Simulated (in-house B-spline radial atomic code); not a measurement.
# Ionising Cr III (Cr2+) with different functionals

Computed with a radial B-spline atomic code at the basis-set limit: scalar-relativistic (spin-free X2C) Hamiltonian, Fermi nucleus of rms radius 3.6452 fm, spin-polarised at highest spin, spherical fractional occupations for the functionals, the average over the highest-spin determinants for Hartree-Fock. The ionisation energy is the difference of two self-consistent energies, [Ar] 3d4 → [Ar] 3d3, without Breit or QED terms; ε is the level of the shell that loses the electron (its least bound occupied spin orbital).

Hybrids are left out here: with spherical fractional occupations of an open shell their exact exchange keeps a self-interaction that integer-occupation calculations don't have.

| method | rung | ΔSCF (eV) | -ε(3d) (eV) |
| --- | --- | --- | --- |
| Hartree-Fock | Hartree-Fock | 30.41 | 32.36 |
| LDA VWN5 | LDA | 32.27 | 24.36 |
| LDA PW92 | LDA | 32.26 | 24.35 |
| LDA exchange-only | LDA | 30.97 | 23.19 |
| PBE | GGA | 32.07 | 24.16 |
| PBEsol | GGA | 32.04 | 24.14 |
| BLYP | GGA | 31.93 | 24.00 |
| RPBE | GGA | 31.99 | 24.08 |
| PW91 | GGA | 32.16 | 24.25 |
| BP86 | GGA | 32.08 | 24.18 |
| AM05 | GGA | 32.03 | 24.12 |
| OLYP | GGA | 32.17 | 24.16 |
| TPSS | meta-GGA | 31.92 | 24.01 |
| SCAN | meta-GGA | 32.17 | 24.29 |
| r2SCAN | meta-GGA | 32.20 | 24.31 |
| revTPSS | meta-GGA | 31.83 | 23.93 |

Question: How do they compare with the NIST value?

Answer: NIST lists 30.96 eV ± 0.025 (measured, ground level to ground level). Errors run from -0.55 to +1.31 eV. The correlated functionals all miss on the same side by more than they spread, so the cause is common to them (spin-orbit coupling, Breit-QED terms, multiplet and fine-structure energies, or a listed next ion that isn't the cheapest removal here) and closeness doesn't rank the functionals. Hartree-Fock also lacks correlation.
